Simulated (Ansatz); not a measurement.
Born–Oppenheimer molecular dynamics of Cl$_{3}$FH$_{2}$HfO (8 atoms, charge 0, multiplicity 1). It starts at the highest image of a converged band, a first-order saddle point between two minima.

These are results of RKS B3LYP/def2-SVP (Ansatz), not measurements.

```
ensemble                      : NVE (velocity Verlet)
time step                     : 0.5 fs
steps asked                   : 200
starting velocities drawn for : 300 K
seed                          : 9258
```

First frame:

```xyz
8
Properties=species:S:1:pos:R:3
Hf 0.192 -0.369 -0.120
Cl 0.976 0.245 2.514
Cl 2.105 0.643 -1.058
F -1.252 0.843 0.162
Cl -0.671 -1.653 -1.903
O 0.483 -1.977 1.111
H 0.373 -2.935 1.062
H 0.825 -1.139 2.177
```

Problem. How far do the bonds stretch over the last three quarters of this one trajectory? (Pairs bonded in most of those frames.)

Solution. 
| bond | mean (Å) | spread (Å) | shortest | longest |
| --- | --- | --- | --- | --- |
| Hf1–Cl2 | 2.980 | 0.054 | 2.87 | 3.07 |
| Hf1–Cl3 | 2.365 | 0.026 | 2.32 | 2.40 |
| Hf1–F4 | 1.929 | 0.032 | 1.87 | 1.97 |
| Hf1–Cl5 | 2.352 | 0.024 | 2.32 | 2.39 |
| Hf1–O6 | 2.021 | 0.004 | 2.01 | 2.03 |
| Cl2–H8 | 1.364 | 0.024 | 1.31 | 1.41 |
| O6–H7 | 0.968 | 0.027 | 0.93 | 1.01 |

Pairs bonded in part of these frames only: Hf1–H8 17 %.

Mean temperature of the second half: 120 K. The conserved energy stayed within 0.19 meV per atom of its start (net change 0.091 meV per atom), so the integration is sound. A run of 0.1 ps of so small a system gives no equilibrium averages. The orbitals stay closed-shell, which can raise the energy where a bond breaks towards radicals; this wasn't checked here.

Time of the run: 9.5 min on 4 threads of Arm Neoverse V1, on a shared host, peak memory 0.34 GiB.
